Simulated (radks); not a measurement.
Q: Successive ionisation energies (eV) of one element, from differences of total energies of ions in their ground configurations, starting at charge 0: 9.146, 17.469, 37.701, 53.266, 69.960, 87.632, 106.18, 131.07, 151.91, 173.46, 195.64, 218.39, 307.93, 333.16, 358.52, 391.59, 418.55, 445.41, 518.49, 550.16, 965.44, 1031.3. Method: scalar-relativistic Kohn-Sham, BLYP, spin-polarised, spherical densities, finite nucleus; open shells are filled with parallel spins first (spin-orbit coupling, left out, can overturn this in heavy ions); Fermi nuclear charge, rms radius 4.6087 fm; computed with a radial shooting solver on a logarithmic mesh with Libxc functionals. Which element is it?

A: Cadmium (Z = 48). The first species listed is Cd in [Kr] 4d10 5s2, the last Cd21+ in [Ar] 3d9.
